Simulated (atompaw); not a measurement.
Plane-wave convergence, PAW (atompaw) potential for oxygen (O)

- Element: O
- Generator: atompaw 4.2.0.5
- Type: PAW
- Functional: PBE
- Relativity: non-relativistic
- Frozen core: [He]
- Valence charge: 6
- Reference configuration: 2s2 2p4
- Partial waves: 2s (bound): rc 1.30 bohr; 2s channel at 0.8 Ry: rc 1.30 bohr; 2p (bound): rc 1.30 bohr; 2p channel at 0.65 Ry: rc 1.30 bohr
- Local potential: vpsmatchnc scheme with l = 2 at 0.5 Ry, radius 1.10 bohr
- Core correction: smooth core density matched at 0.90 bohr
- Augmentation charge: sinc compensation charge, radius 1.15 bohr; PAW radius 1.30 bohr; waves and projectors: custom rrkj vanderbiltortho

The pseudo-atom Hamiltonian at the reference potential is diagonalised in spherical Bessel functions j_l(qr) that vanish at 20 bohr, with q² up to the cutoff. All-electron valence levels (Ry): 2s -1.7577, 2p -0.6643.

How do the lowest levels (Ry) of each channel move with the cutoff, and are there ghosts?

```csv
cutoff (Ry),s #1,s #2,p #1,d #1,d #2,f #1,f #2,Σ f·Δε (mRy)
8,-1.6258,-0.0088,-0.0997,0.0789,0.1872,0.1203,0.2623,2522.3
12,-1.7146,-0.0112,-0.2402,0.0789,0.1872,0.1203,0.2623,1782.6
15,-1.7346,-0.0117,-0.3702,0.0789,0.1872,0.1203,0.2623,1222.7
21,-1.7538,-0.0121,-0.5260,0.0789,0.1872,0.1203,0.2623,561.0
25,-1.7560,-0.0122,-0.6021,0.0789,0.1872,0.1203,0.2623,252.3
35,-1.7576,-0.0122,-0.6581,0.0789,0.1872,0.1203,0.2623,25.0
45,-1.7577,-0.0123,-0.6638,0.0789,0.1872,0.1203,0.2623,2.1
50,-1.7577,-0.0123,-0.6640,0.0789,0.1872,0.1203,0.2623,1.4
60,-1.7577,-0.0123,-0.6640,0.0789,0.1872,0.1203,0.2623,1.2
70,-1.7577,-0.0123,-0.6641,0.0789,0.1872,0.1203,0.2623,0.7
90,-1.7577,-0.0123,-0.6643,0.0789,0.1872,0.1203,0.2623,0.1
400,-1.7577,-0.0123,-0.6643,0.0789,0.1872,0.1203,0.2623,0.0
```

Result: no extra level below or beside the all-electron valence levels (s, p, d, f tested); 10 mRy is reached at 40 Ry and 1 mRy at 70 Ry.
